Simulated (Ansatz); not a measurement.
Species: CAgO (charge +1, singlet). SMILES: [C+](=O)[Ag]
Structure (B3LYP-D3(BJ)/def2-TZVP (Ansatz, a first-principles code) minimum search):
```
C
O 1 1.1136
Ag 1 2.1517 2 180.00
```
Charge +1, spin multiplicity 1.

Wanted: vertical electron affinity to the doublet, in eV. Terms: LANL2DZ with its own core potentials from Na on; open shells spin-unrestricted; dispersion terms only where a functional's name holds one; spin-orbit terms left out; each state is the SCF solution reached for its charge and spin; 6-31G* and kin with 6d, 5d where marked; STO-3G and 3-21G all-electron and non-relativistic; def2 sets with scalar-relativistic core potentials past Kr; valence correlation only (noble-gas shells and the d and f shells of earlier blocks). First-principles rows: single points at B3LYP-D3(BJ) geometries (Ansatz). The spin state of an ion or metal species was assumed, not searched.

```tsv
level	program	vertical electron affinity to the doublet (eV)
HF/6-31G* with LANL2DZ past Ar	Ansatz	5.25
PBE/6-31G* with LANL2DZ past Ar	Ansatz	6.42
B3LYP/STO-3G	Ansatz	4.71
B3LYP/3-21G	Ansatz	5.76
B3LYP/6-31G* with LANL2DZ past Ar	Ansatz	6.40
MP2/6-31G* with LANL2DZ past Ar	Ansatz	5.45
PBE/def2-TZVPD	Ansatz	6.65
PBE0/def2-TZVPD	Ansatz	6.40
wB97X-V/def2-TZVPD	Ansatz	6.13
```

No value to compare with is used here. The 6 habitual levels span 4.71 (B3LYP/STO-3G) to 6.42 eV (PBE/6-31G* with LANL2DZ past Ar); PBE/def2-TZVPD gives 6.65.

The levels are drawn from those run, B3LYP/6-31G* more often than the rest, none by its result; left out are runs that failed, that the program found above a lower state of the same kind, or whose <S^2> lies over 0.5 above the pure value.
